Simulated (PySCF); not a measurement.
# Vertical excitation energies

Compound: C6H10O2.
Z-matrix (Å and degrees, GFN2-xTB geometry), rows numbered from 1:
```
C 
C   1  1.5236
C   2  1.5100  1  109.89
O   3  1.2021  2  125.85  1  -121.96
O   3  1.3412  2  112.07  1    59.06
C   2  1.5397  1  115.10  3  -130.40
C   6  1.5361  2   90.09  1  -111.37
C   7  1.5357  6   90.12  2    -5.45
H   1  1.0874  2  109.79  3  -178.68
H   1  1.0887  2  110.27  3    61.61
H   1  1.0876  2  110.22  3   -58.65
H   5  0.9701  3  110.06  2   179.12
H   6  1.0873  2  114.64  1     7.06
H   6  1.0878  2  112.27  1   132.33
H   7  1.0873  6  115.04  2  -123.28
H   7  1.0879  6  113.64  2   110.39
H   8  1.0881  2  113.60  1  -131.68
H   8  1.0876  2  114.12  1    -6.20
```

Method: TDDFT CAM-B3LYP/def2-SVPD, vertical, gas phase, core orbitals frozen in the response (PySCF).

**Question.** Predict the UV-vis stick spectrum at this level.

**Answer.** 

```tsv
state	E (eV)	E (kJ/mol)	λ (nm)	f	main configurations (H = HOMO, L = LUMO)
S1	5.86	566	211.5	0.0019	H→L+1 (85%)
S2	7.38	712	167.9	0.053	H→L (83%)
S3	8.02	773	154.7	0.0046	H-1→L+1 (83%)
S4	8.17	788	151.7	0.050	H-2→L+1 (65%), H-3→L+1 (12%)
S5	8.34	805	148.7	0.021	H→L+2 (47%), H-2→L (14%), H-4→L+1 (10%)
S6	8.39	809	147.9	0.0039	H-4→L (68%)
S7	8.50	821	145.8	0.031	H-1→L (56%), H-1→L+2 (30%)
S8	8.57	827	144.6	0.019	H-3→L+1 (49%), H-2→L+1 (12%)
```

Triplets, Tamm–Dancoff:

```
state  E (eV)  λ (nm)  main configurations (H = HOMO, L = LUMO)
   T1    5.35   231.9                               H→L+1 (85%)
   T2    6.31   196.5                             H-4→L+1 (70%)
   T3    7.20   172.1                                 H→L (83%)
```

The lowest singlet comes at 212 nm (566 kJ/mol) in the ultraviolet; it is very weak; its leading configuration is HOMO→LUMO+1 (85%). The most intense listed level is S2 at 7.38 eV (168 nm, f = 0.053), 1.52 eV above S1. S1 has the pattern of n→π* at C=O. The oscillator strengths of these states sum to 0.184; summed over the whole spectrum of an exact calculation they would give the number of electrons, 62 (Thomas–Reiche–Kuhn). Orbital energies (eV): HOMO-3 -10.69, HOMO-2 -10.24, HOMO-1 -10.16, HOMO -9.42, LUMO 0.96, LUMO+1 1.32, LUMO+2 1.56. Weighted by f, the mean energy of these states is 8.04 eV. Singlets were solved by full linear response, triplets in the Tamm–Dancoff approximation.

One conformer stands for the species.
